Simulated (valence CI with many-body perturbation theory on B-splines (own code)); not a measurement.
# E1 transitions of Ho⁵³⁺

Method: relativistic CI+MBPT: four valence electrons over a frozen Dirac-Fock core [Ne], a basis of 11 s, 11 p, 9 d, 7 f, 5 g, 2 h, 1 i functions for each j, with the one-electron correlation potential Σ1, the two-electron term Σ2, the three-electron term Σ3, Breit, model QED; selected CI, second order for the rest (own B-spline code, finite nucleus).

The last digits are not significant, and no measured levels were compared; by estimate large intervals hold to a few tenths of a per cent, small ones and those within an open d or f shell to about a per cent.

Lines 151 to 200 of 231 in falling wavelength, among levels below 66.393 Ry, chosen from the strongest by gf and those to the six lowest levels. Wavelengths and rates use the calculated energies. Electric multipoles are in the length gauge, E1 and E2 with the static RPA response of the core. Weak lines are less certain than strong ones. Lines between different terms over intervals too small for the method are left out, as are lines whose strength nearly cancels. The highest levels of a list are the least certain.

Levels are named by their leading jj configuration (3d3/2^4 stands for four electrons in 3d with j = 3/2), which in mixed levels can hold well under half, so a name can repeat and another be missing. Letters in brackets count levels of one name in rising energy.

```tsv
λ vac (nm)	Upper	Lower	A (s⁻¹)	S (a.u.)
3.096	(3s 3p1/2 3p3/2 3d5/2) J=2 [d]	(3s^2 3p1/2 3d5/2) J=3	8.51e+11	6.23e-02
3.093	(3s 3p1/2 3p3/2^2) J=1 [b]	(3s^2 3p1/2 3p3/2) J=1	4.16e+11	1.82e-02
3.089	(3s 3p1/2 3p3/2 3d5/2) J=2 [d]	(3s^2 3p1/2 3d5/2) J=2	2.28e+11	1.66e-02
3.084	(3s 3p1/2 3p3/2 3d3/2) J=2 [c]	(3s 3p1/2^2 3p3/2) J=1	4.36e+10	3.15e-03
3.084	(3s 3p1/2 3p3/2 3d3/2) J=2 [b]	(3s 3p1/2^2 3p3/2) J=2	2.16e+11	1.56e-02
3.051	(3s 3p3/2^3) J=1	(3s^2 3p3/2^2) J=2	1.61e+12	6.75e-02
3.017	(3s 3p1/2 3p3/2 3d3/2) J=1 [d]	(3s^2 3p1/2 3d3/2) J=2	1.27e+11	5.15e-03
3.013	(3s 3p1/2 3p3/2 3d3/2) J=1 [b]	(3s 3p1/2^2 3p3/2) J=1	3.48e+10	1.41e-03
3.009	(3s 3p1/2 3p3/2 3d5/2) J=2 [a]	(3s^2 3p1/2 3d3/2) J=2	3.69e+08	2.48e-05
3.008	(3s 3p1/2 3p3/2 3d3/2) J=2 [d]	(3s 3p1/2^2 3p3/2) J=1	2.83e+10	1.90e-03
2.977	(3s 3p1/2 3p3/2 3d3/2) J=2 [e]	(3s^2 3p1/2 3d3/2) J=2	4.87e+11	3.17e-02
2.967	(3s 3p1/2 3p3/2 3d3/2) J=1 [c]	(3s 3p1/2^2 3p3/2) J=1	8.55e+10	3.31e-03
2.942	(3s 3p1/2 3p3/2 3d5/2) J=3 [a]	(3s^2 3p1/2 3d3/2) J=2	9.41e+08	8.28e-05
2.933	(3s^2 3d3/2^2) J=2	(3s^2 3p1/2 3d3/2) J=1	1.43e+12	8.92e-02
2.917	(3s 3p1/2 3p3/2 3d5/2) J=2 [c]	(3s^2 3p1/2 3d3/2) J=1	4.23e+11	2.59e-02
2.902	(3s 3p1/2 3p3/2 3d3/2) J=2 [c]	(3s 3p1/2^2 3p3/2) J=2	1.60e+11	9.62e-03
2.879	(3s 3p1/2 3p3/2 3d5/2) J=3 [b]	(3s^2 3p1/2 3d3/2) J=2	2.89e+09	2.38e-04
2.876	(3s 3p1/2 3p3/2 3d5/2) J=1 [a]	(3s^2 3p1/2 3d3/2) J=2	1.28e+10	4.51e-04
2.875	(3s 3p1/2 3p3/2 3d5/2) J=2 [d]	(3s^2 3p1/2 3d3/2) J=1	6.94e+10	4.07e-03
2.869	(3s 3p1/2 3p3/2 3d3/2) J=3 [b]	(3s 3p1/2^2 3p3/2) J=2	1.02e+12	8.32e-02
2.864	(3s^2 3p3/2 3d3/2) J=3	(3s^2 3p1/2 3p3/2) J=2	1.13e+12	9.21e-02
2.851	(3s^2 3p3/2 3d3/2) J=2	(3s^2 3p1/2 3p3/2) J=2	1.56e+12	8.91e-02
2.850	(3s 3p1/2 3p3/2 3d5/2) J=2 [b]	(3s^2 3p1/2 3d3/2) J=2	7.57e+09	4.32e-04
2.845	(3s^2 3p3/2 3d3/2) J=1	(3s^2 3p1/2 3p3/2) J=2	1.81e+11	6.19e-03
2.841	(3s 3p1/2 3p3/2 3d3/2) J=1 [d]	(3s 3p1/2^2 3p3/2) J=1	1.50e+12	5.09e-02
2.839	(3s 3p1/2 3p3/2 3d3/2) J=1 [b]	(3s 3p1/2^2 3p3/2) J=2	1.14e+12	3.87e-02
2.835	(3s 3p1/2 3p3/2 3d3/2) J=2 [d]	(3s 3p1/2^2 3p3/2) J=2	1.41e+12	7.92e-02
2.834	(3s 3p1/2 3p3/2 3d5/2) J=2 [a]	(3s 3p1/2^2 3p3/2) J=1	4.48e+08	2.52e-05
2.808	(3s 3p1/2 3p3/2 3d3/2) J=3 [c]	(3s 3p1/2^2 3p3/2) J=2	3.36e+10	2.57e-03
2.806	(3s 3p1/2 3p3/2 3d3/2) J=2 [e]	(3s 3p1/2^2 3p3/2) J=1	7.03e+11	3.83e-02
2.804	(3s 3p1/2 3p3/2 3d3/2) J=0 [b]	(3s 3p1/2^2 3p3/2) J=1	1.06e+12	1.15e-02
2.798	(3s 3p1/2 3p3/2 3d3/2) J=1 [c]	(3s 3p1/2^2 3p3/2) J=2	5.06e+10	1.64e-03
2.797	(3s^2 3p3/2 3d3/2) J=2	(3s^2 3p1/2 3p3/2) J=1	6.97e+11	3.76e-02
2.794	(3s 3p1/2 3p3/2 3d5/2) J=3 [c]	(3s^2 3p1/2 3d3/2) J=2	3.87e+08	2.92e-05
2.791	(3s^2 3p3/2 3d3/2) J=1	(3s^2 3p1/2 3p3/2) J=1	1.62e+12	5.20e-02
2.789	(3s^2 3d3/2^2) J=0	(3s^2 3p1/2 3d3/2) J=1	3.65e+12	3.90e-02
2.784	(3s^2 3p1/2 3d3/2) J=1	(3s^2 3p1/2^2) J=0	2.18e+12	6.95e-02
2.784	(3s^2 3p3/2 3d3/2) J=0	(3s^2 3p1/2 3p3/2) J=1	1.55e+12	1.65e-02
2.765	(3s 3p1/2 3p3/2 3d5/2) J=1 [b]	(3s^2 3p1/2 3d3/2) J=2	9.54e+08	2.99e-05
2.716	(3s 3p1/2 3p3/2 3d5/2) J=1 [a]	(3s 3p1/2^2 3p3/2) J=1	4.87e+11	1.44e-02
2.701	(3s 3p1/2 3p3/2 3d5/2) J=1 [c]	(3s^2 3p1/2 3d3/2) J=2	1.84e+09	5.38e-05
2.696	(3s^2 3d3/2^2) J=2	(3s^2 3p1/2 3d3/2) J=2	8.54e+11	4.13e-02
2.693	(3s 3p1/2 3p3/2 3d5/2) J=2 [b]	(3s 3p1/2^2 3p3/2) J=1	7.40e+10	3.57e-03
2.693	(3s 3p1/2 3p3/2 3d5/2) J=3 [d]	(3s^2 3p1/2 3d3/2) J=2	1.49e+08	1.00e-05
2.686	(3s 3p1/2 3p3/2 3d3/2) J=1 [d]	(3s 3p1/2^2 3p3/2) J=2	2.32e+09	6.66e-05
2.682	(3s 3p1/2 3p3/2 3d5/2) J=2 [c]	(3s^2 3p1/2 3d3/2) J=2	3.66e+11	1.74e-02
2.680	(3s 3p1/2 3p3/2 3d5/2) J=2 [a]	(3s 3p1/2^2 3p3/2) J=2	4.01e+10	1.91e-03
2.655	(3s 3p1/2 3p3/2 3d3/2) J=2 [e]	(3s 3p1/2^2 3p3/2) J=2	9.25e+10	4.27e-03
2.647	(3s 3p1/2 3p3/2 3d5/2) J=2 [d]	(3s^2 3p1/2 3d3/2) J=2	1.72e+10	7.89e-04
2.640	(3s^2 3p3/2 3d5/2) J=2	(3s^2 3p1/2 3p3/2) J=2	7.71e+09	3.50e-04
```
